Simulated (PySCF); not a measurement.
Gas-phase reaction: GaH₃ + 3 H₂O → Ga(OH)₃ + 3 H₂, at 1200 K and a standard pressure of 1 bar. Level: PBE0/def2-SVP†.

Method: PySCF energies plus ideal-gas RRHO corrections (1 bar). † marks an energy on the PBE0/def2-TZVP geometry and frequencies. All species are closed-shell singlets. Ga: all electrons, no relativistic terms. GaH₃, Ga(OH)₃: computed as isolated molecules; such fragments, hydroxides, amides, oligomers or adducts are transient or little studied in the gas. The harmonic model lacks anharmonicity and excited electronic states, which grow with temperature; levels with a mode under 35 cm⁻¹ are left out.

```
species       E (Ha)  H(1200 K) − E (kJ/mol)  S°(1200 K) (J/mol/K)
-------  -----------  ----------------------  --------------------
GaH₃     -1926.11169                   114.6                 298.6
H₂O        -76.27625                   100.5                 239.8
Ga(OH)₃  -2151.49842                   235.8                 479.6
H₂          -1.16365                    61.6                 171.2
```
E: electronic energy; H − E holds the zero-point and thermal terms. 1 Ha = 2625.5 kJ/mol.

Question: Work out ΔH°, ΔS°, ΔG° and log10 K from these numbers.

Answer: 1. ΔE = 1×(-2151.49842) + 3×(-1.16365) − 1×(-1926.11169) − 3×(-76.27625) = -0.04893 Ha = -128.5 kJ.
2. Δ(H − E) = 1×(235.8) + 3×(61.6) − 1×(114.6) − 3×(100.5) = 4.5 kJ, so ΔH° = -124.0 kJ.
3. ΔS° = 1×(479.6) + 3×(171.2) − 1×(298.6) − 3×(239.8) = -24.8 J/K; the number of gas molecules stays the same.
4. ΔG° = ΔH° − TΔS° = -124.0 − 1200×(-24.8)/1000 = -94.2 kJ.
5. log10 K = −ΔG°/(RT ln 10) = 4.10, with RT ln 10 = 22.97 kJ/mol; at standard pressures the products are favoured.
6. A shift of 10 kJ in ΔE would move log10 K by 0.44 here.
For scale, ΔH°(298 K) is -156 kJ at this level, -162 kJ at ωB97M-V/def2-TZVP†, and runs from -229 to -128 kJ over the 20 levels computed.
